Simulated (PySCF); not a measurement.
silicon atom (Si), triplet.

Here is a job for PySCF.
```python
from pyscf import gto, scf

mol = gto.Mole()
mol.atom = '''
    Si    0.00000000    0.00000000    0.00000000
'''
mol.basis = 'pcseg-1'
mol.spin = 2
mol.verbose = 4
mol.build()

mf = scf.UHF(mol)
mf.kernel()
```

**Question.** What does this run give for the <S^2>, total energy, HOMO energy, number of basis functions?

**Answer.** 
| Item | Value |
|---|---|
| <S^2> | 2.006 |
| total energy | -288.8212 Eh |
| HOMO energy | -8.17 eV |
| number of basis functions | 18 |

These values belong to the state on which the SCF converged, which isn't shown to be the lowest.
